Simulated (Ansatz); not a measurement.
Born–Oppenheimer molecular dynamics of C2H8BClOSi (14 atoms, charge 0, multiplicity 1). It starts from a relaxed structure.

Level of theory: RKS B3LYP-D4/STO-3G (Ansatz 0.2.0).

```yaml
ensemble: NVT, Langevin thermostat
time_step: 1 fs
steps_asked: 100
set_temperature: 700 K
friction: 0.05 /fs
temperature_schedule: 25 steps to 700 K, then 75 steps to 1400 K
seed: 596701
```

First frame:

```xyz
14
Properties=species:S:1:pos:R:3
C -1.177 0.585 -0.919
C -0.156 0.096 0.158
Si 0.261 -1.750 -0.054
Cl -1.007 0.266 1.860
B 1.152 1.017 0.231
O 1.484 1.675 1.355
H -0.704 0.520 -1.913
H -2.086 -0.037 -0.924
H -1.473 1.631 -0.745
H 0.900 -1.919 -1.338
H 1.157 -2.165 0.997
H -0.957 -2.524 -0.010
H 1.848 1.112 -0.709
H 0.745 1.464 2.042
```

How far do the bonds stretch over the last three quarters of this one trajectory? (Pairs bonded in most of those frames.)


```
   bond  mean (Å)  spread (Å)  shortest  longest
  C1–C2     1.574       0.058      1.49     1.69
  C1–H7     1.111       0.036      1.02     1.19
  C1–H8     1.110       0.050      1.00     1.21
  C1–H9     1.109       0.049      1.00     1.20
 C2–Si3     1.875       0.037      1.81     1.95
 C2–Cl4     1.902       0.038      1.83     1.98
  C2–B5     1.601       0.045      1.50     1.71
Si3–H10     1.454       0.050      1.36     1.58
Si3–H11     1.452       0.046      1.36     1.55
Si3–H12     1.456       0.058      1.34     1.59
  B5–O6     1.344       0.028      1.29     1.39
 B5–H13     1.194       0.062      1.08     1.35
 O6–H14     1.035       0.042      0.93     1.13
```

Mean temperature of the second half: 1092 K. The schedule's set-point averaged 1167 K over the second half and the system 1092 K. A run of 0.1 ps of so small a system gives no equilibrium averages. Limits of this set-up: minimal basis.

The run took 6.5 min on 1 thread of Arm Neoverse V1, on a shared host, peak memory 0.12 GiB.
